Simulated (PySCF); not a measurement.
SMILES N#C[SiH2][SiH2]C=O, singlet, GFN2-xTB optimised geometry.

```
11

N      3.07     1.16     0.00
C      1.93     1.16     0.00
Si     0.06     1.11    -0.02
Si    -0.54    -1.07    -0.52
C     -2.46    -0.94    -0.58
O     -3.01     0.12    -0.37
H     -0.31     2.11    -1.02
H     -0.32     1.57     1.32
H     -0.14    -1.62    -1.82
H     -0.25    -2.11     0.48
H     -3.07    -1.83    -0.81
```

Density from PBE/def2-TZVP in PySCF at that geometry.

Minimum of the electron density along straight lines between bonded atoms, close to the bond critical point (lines longer than 1.1 times the sum of covalent radii, or with two minima, are not listed):

| bond | length / Å | ρ at the minimum / e bohr⁻³ | ∇²ρ there / e bohr⁻⁵ | position (fraction from the first atom) |
|---|---|---|---|---|
| N1–C2 | 1.146 | 0.504 | -0.13 | 0.66 |
| C2–Si3 | 1.870 | 0.108 | 0.27 | 0.61 |
| Si3–Si4 | 2.318 | 0.095 | -0.17 | 0.51 |
| Si4–C5 | 1.920 | 0.114 | 0.14 | 0.39 |
| C5–O6 | 1.207 | 0.418 | -0.01 | 0.34 |
| Si3–H7 | 1.466 | 0.125 | 0.15 | 0.50 |
| Si3–H8 | 1.467 | 0.124 | 0.15 | 0.50 |
| Si4–H9 | 1.467 | 0.122 | 0.17 | 0.50 |
| Si4–H10 | 1.468 | 0.122 | 0.17 | 0.50 |
| C5–H11 | 1.109 | 0.274 | -0.93 | 0.65 |
